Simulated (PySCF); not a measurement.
## Polarisability and C₆ of C (carbon, neutral)

[He] 2s2 2p2, high-spin 3P determinant. All numbers are calculated (PySCF 2.14, the non-relativistic Hamiltonian (point nucleus), in def2-TZVPPD (6s3p3d1f, 37 functions)). Coupled (time-dependent) response in atomic units; α is the mean over directions.

| method | mean α (bohr³) | α xx, yy, zz | C₆ (like pair) | S(−4) |
| --- | --- | --- | --- | --- |
| UHF | 11.85 | 10.82, 12.36, 12.36 | 45.65 | 92.86 |
| PBE | 12.84 | 11.11, 13.70, 13.70 | 51.36 | 99.51 |
| PBE0 | 12.31 | 10.80, 13.06, 13.06 | 48.73 | 88.22 |
| B3LYP | 12.35 | 10.84, 13.10, 13.10 | 48.85 | 88.52 |
| M06-L | 12.92 | 11.09, 13.83, 13.83 | 52.17 | 103.5 |

S(−4) is the Cauchy moment in α(ω) = α(0) + S(−4) ω² + …

Reference α: 11.3 ± 0.4 bohr³ (recommended; Schwerdtfeger and Nagle, table of static dipole polarizabilities (2023 update)). Published C₆: 46.60 (Chu and Dalgarno (2004); Tang, Norbeck and Certain (1976)).

α(iu) at M06-L:

```json
{"u (hartree)": "0", "α(iu) (bohr³)": "12.92"}
{"u (hartree)": "0.0500", "α(iu) (bohr³)": "12.67"}
{"u (hartree)": "0.100", "α(iu) (bohr³)": "12.01"}
{"u (hartree)": "0.200", "α(iu) (bohr³)": "10.10"}
{"u (hartree)": "0.300", "α(iu) (bohr³)": "8.179"}
{"u (hartree)": "0.500", "α(iu) (bohr³)": "5.346"}
{"u (hartree)": "0.750", "α(iu) (bohr³)": "3.376"}
{"u (hartree)": "1.00", "α(iu) (bohr³)": "2.309"}
{"u (hartree)": "1.50", "α(iu) (bohr³)": "1.270"}
{"u (hartree)": "2.00", "α(iu) (bohr³)": "0.7993"}
{"u (hartree)": "3.00", "α(iu) (bohr³)": "0.3978"}
{"u (hartree)": "5.00", "α(iu) (bohr³)": "0.1573"}
```

A single London oscillator, α(iu) = α/(1 + u²/ω²), gives C₆ = (3/4) ω α². Matching the computed C₆ needs ω = 4 × 52.17 / (3 × 12.92²) = 0.417 hartree.

The components differ because the open shell of this determinant is not spherical; for a pure term their mean is the scalar polarisability.
